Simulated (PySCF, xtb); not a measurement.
**A geometry optimisation of CH2GeO with r2SCAN-D4/def2-SVP**

The starting geometry of this gas-phase singlet was built from a drawn formula by distance geometry and a force field; its bonds are those of `[CH]1=[Ge-][OH+]1`.

| atom | x (Å) | y (Å) | z (Å) |
| --- | --- | --- | --- |
| C | -0.4921 | -0.7668 | 0.6282 |
| Ge | 0.5585 | -1.7766 | 1.6743 |
| O | -1.1946 | -2.0665 | 0.7037 |
| H | -0.4534 | 0.1790 | 0.2248 |
| H | -1.9385 | -2.6274 | 0.5585 |

Q: Predict what it relaxes into with r2SCAN-D4/def2-SVP.

A: A bond breaks, leaving `O[CH]=[Ge]`. Contacts that open: Ge2–O3 (2.02 → 2.96 Å).

The energy falls by 2.09 eV over 16 steps:

```
step  E − E(last) (eV)
   1             2.095
   3             0.942
   4             0.748
   6             0.418
   8             0.102
   9             0.010
  11             0.000
  13             0.000
  14             0.000
  16             0.000
```

Final geometry (Å):

```yaml
atoms:
  - { symbol: C, position_ang: [-0.4815, -1.3053, 0.8468] }
  - { symbol: Ge, position_ang: [1.1031, -1.2100, 1.7587] }
  - { symbol: O, position_ang: [-1.4573, -2.2284, 0.6704] }
  - { symbol: H, position_ang: [-0.6324, -0.3348, 0.3197] }
  - { symbol: H, position_ang: [-2.1458, -1.8714, 0.0950] }
```

From the same start GFN2-xTB reaches the same bonding as this run.

No frequencies were run, so the end isn't proven a minimum. Run with PySCF 2.14.0, 2.8 min on 2 threads of Intel(R) Xeon(R) Processor @ 2.50GHz (Skylake/Cascade Lake), on a shared host.
